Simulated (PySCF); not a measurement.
## Ionisation energy of Cd³⁵⁺ by level of theory

Cd³⁵⁺ [Ne] 3s2 3p1 (2P) → Cd³⁶⁺ [Ne] 3s2 (1S), as a difference of total energies. All numbers are calculated (PySCF 2.14, the spin-free X2C one-electron Hamiltonian (Gaussian nucleus), in an uncontracted even-tempered set (18 s from 5.3 bohr⁻², ratio 2.5; 12 p from 6.9 bohr⁻², ratio 2.5; 4 d from 29 bohr⁻², ratio 2.7; 4 f from 43 bohr⁻², ratio 2.7)). Correlated levels: outer shells: 1s2 frozen; virtual orbitals above 40 to 60 times the deepest correlated orbital energy dropped. The calculations carry no spin-orbit coupling.

```tsv
method	ionisation energy (eV)
UHF	2239.3
LDA	2241.0
PBE	2241.7
PBE0	2241.4
r2SCAN	2241.3
PBEsol	2241.0
B2PLYP	2241.2
MP2 (outer shells)	2239.7
SCS-MP2 (outer shells)	2239.6
```

A first-order spin-orbit estimate (lowest level to lowest level, LS coupling) adds 30.501 eV.

Breit and QED terms and the two-electron picture change are absent.

For comparison: 2250 ± 10 eV (semi-empirical (NIST evaluation); NIST Atomic Spectra Database, ionization energies).
